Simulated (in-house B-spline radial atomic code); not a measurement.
Configurations of Pb⁷⁺, with energies counted from [Xe] 4f14 5d7. Method: Dirac-Hartree-Fock, average of configuration, Fermi nucleus of rms radius 5.5012 fm. Calculated with a B-spline radial code for spherical atoms. Energies include first-order Breit, QED and recoil terms.

Occupations are held fixed; configurations that lie above the ionisation limit could autoionise.

| configuration | E - E(ref) (eV) | highest orbital | its <r> (bohr) |
| --- | --- | --- | --- |
| [Xe] 4f14 5d6 8p1 | 91.441 | 8p3/2 | 5.51 |
| [Xe] 4f14 5d6 9s1 | 97.887 | 9s1/2 | 7.071 |
| [Kr] 4d10 4f14 5s2 5p5 5d7 7s1 | 146.38 | 7s1/2 | 3.2 |
| [Kr] 4d10 4f14 5s2 5p5 5d7 9s1 | 175.13 | 9s1/2 | 7.06 |
| [Xe] 4f13 5d7 6g1 | 225.39 | 6g7/2 | 5.291 |
| [Xe] 4f13 5d7 9p1 | 228.91 | 9p3/2 | 7.72 |

Question: Order these further configurations by energy, lowest first.
A. [Xe] 4f13 5d7 7g1
B. [Xe] 4f14 5d6 9p1
C. [Kr] 4d10 4f14 5s2 5p5 5d7 8f1
D. [Xe] 4f13 5d7 8g1
E. [Xe] 4f13 5d7 6s1

Answer: B (100.03 eV), E (154.92 eV), C (179.53 eV), A (231.92 eV), D (236.18 eV).

Question: How far above the reference does [Xe] 4f14 5d6 7s1 lie?

Answer: 69.226 eV; its least bound orbital is 7s1/2 with <r> = 3.208 bohr.
